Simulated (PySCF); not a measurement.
Species: C5H13NSi.
Numbering: `[CH3:1][C:2]1([SiH2:3][NH2:4])[CH2:5][CH2:6][CH2:7]1`

NICS is the negative of the GIAO shielding at a point without a nucleus: at the ring centre (0) and 1 Å above and below it (1); zz is the component along the ring normal. Level: GIAO PBE0/pcSseg-1 (PySCF, non-relativistic, gas phase) on the GFN2-xTB geometry, one conformer.

Ring bond lengths (Å), with Mayer bond orders in brackets: C2–C5 1.544 (0.97), C5–C6 1.533 (1.05), C6–C7 1.532 (1.05), C7–C2 1.543 (0.97).

Task: Give the NICS values of each ring in ppm.

Result: 
```
       ring                                            type  NICS(0)  NICS(1), two faces  NICS(1)zz, two faces  rms pucker (Å)  centre to ring atoms, mean (Å)
C2–C5–C6–C7  4-membered carbocycle; formal bonds all single     -0.5         -0.1 / -0.8             4.6 / 3.0            0.09                            1.08
```

Task: What can be read from them?

Result: 
- C2–C5–C6–C7: mean NICS(1)zz 3.8 ppm, deshielded. C2, C5, C6, C7 have four or more neighbours, and the NICS criterion for π rings isn't applied.

Task: What is the mean of the two in-plane components of NICS at the first NICS(1) probe listed for ring C2–C5–C6–C7, 1 Å off the ring?

Result: The isotropic value is a third of the trace: (3 × -0.1 − (4.6))/2 = -2.4 ppm.

Task: What are the shieldings of the ring atoms and their hydrogens in the same run (means over atoms taken as equivalent)?

Result: 
```tsv
atoms	environment	σ isotropic (ppm)	principal values of the symmetric part, first atom (ppm)
C2	sp3 carbon bound to silicon	163.5	148.9, 164.4, 177.2
C5 (×2)	four-membered-ring carbon	155.5	135.8, 149.5, 180.3
C6	four-membered-ring carbon	170.6	158.7, 170.9, 182.3
H on C5 (×2)	methylene hydrogen	29.56	25.5, 27.9, 34.3
H on C5 (×2)	methylene hydrogen	30.02	27.1, 28.5, 34.4
H on C6	methylene hydrogen	29.84	25.8, 26.5, 37.3
H on C6	methylene hydrogen	29.73	26.2, 27.6, 35.3
```

The values belong to the conformer `[CH3:1][C:2]1([SiH2:3][NH2:4])[CH2:5][CH2:6][CH2:7]1`: C1–C2–Si3–N4 66°, H–N4–Si3–C2 -46°, H–N4–Si3–C2 177°.
